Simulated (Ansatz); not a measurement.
Relaxation of CH5BClFS (10 atoms, charge 0, multiplicity 1), to a largest force component of 0.03 eV/Å in at most 50 steps.

Computed with RKS PBE-D4/def2-SVP in Ansatz.

```xyz
10
Properties=species:S:1:pos:R:3
B -0.031 0.282 0.002
F -0.069 0.300 1.337
Cl 1.503 0.778 -0.740
C -1.338 0.059 -0.830
H -2.048 -0.615 -0.309
H -1.846 1.046 -0.932
H -1.144 -0.318 -1.853
S 0.607 -2.694 0.542
H -0.694 -3.092 0.666
H 0.445 -1.750 1.541
```

Q: Where does it end, and by what steps?

A: The forces met the threshold. The force dipped under the threshold on the way, but the program's further checks kept it going. After 41 steps the energy has fallen by 0.085 eV; H10 moved furthest, 1.50 Å.

```tsv
step	energy less start (eV)	largest force component (eV/Å)	accepted
0	0.0000	0.530	yes
2	-0.0391	0.104	yes
4	-0.0460	0.111	yes
6	-0.0520	0.161	yes
8	-0.0559	0.171	yes
10	-0.0592	0.116	yes
12	-0.0546	0.610	no
14	-0.0635	0.157	yes
16	-0.0651	0.248	yes
18	-0.0683	0.097	yes
20	-0.0702	0.059	yes
22	-0.0707	0.033	yes
24	-0.0729	0.108	yes
26	-0.0746	0.071	yes
28	-0.0750	0.330	no
30	-0.0788	0.035	yes
32	-0.0812	0.086	yes
34	-0.0816	0.287	no
36	-0.0833	0.170	yes
38	-0.0846	0.017	yes
40	-0.0852	0.032	yes
41	-0.0853	0.013	yes
```

```xyz
10
Properties=species:S:1:pos:R:3
B -0.331 0.225 0.174
F -0.731 0.270 1.451
Cl 1.406 0.554 -0.097
C -1.352 0.146 -1.007
H -2.285 -0.374 -0.712
H -1.626 1.185 -1.297
H -0.926 -0.339 -1.905
S 0.033 -2.807 0.497
H -0.130 -2.470 1.805
H 1.329 -2.394 0.514
```

Run time: 110 s on 2 threads of Arm Neoverse V1, with other jobs on the host, peak memory 0.18 GiB.
